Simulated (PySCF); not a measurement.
## Polarisability and C₆ of Se⁺ (selenium, charge +1)

[Ar] 3d10 4s2 4p3, high-spin 4S determinant. Computed with PySCF 2.14 in aug-cc-pVQZ-PP with one added diffuse shell each of s, p, d, f, g type with ECP10MDF (8s7p6d4f3g, 114 functions), with scalar relativity through the core potential. Coupled (time-dependent) response in atomic units; α is the mean over directions.

```json
{"method": "HSE06", "mean α (bohr³)": "14.27", "C₆ (like pair)": "87.54", "S(−4)": "48.96"}
```

S(−4) is the Cauchy moment in α(ω) = α(0) + S(−4) ω² + …

α(iu) at HSE06:

| u (hartree) | α(iu) (bohr³) |
| --- | --- |
| 0 | 14.27 |
| 0.0500 | 14.15 |
| 0.100 | 13.80 |
| 0.200 | 12.58 |
| 0.300 | 11.00 |
| 0.500 | 7.956 |
| 0.750 | 5.281 |
| 1.00 | 3.662 |
| 1.50 | 2.031 |
| 2.00 | 1.300 |
| 3.00 | 0.6841 |
| 5.00 | 0.2994 |

A single London oscillator, α(iu) = α/(1 + u²/ω²), gives C₆ = (3/4) ω α². Matching the computed C₆ needs ω = 4 × 87.54 / (3 × 14.27²) = 0.573 hartree.

For an ion, C₆ is the dispersion term alone; charge-induced terms of lower order in 1/R come first.

Energies and moments cover only the electrons outside the core potential.
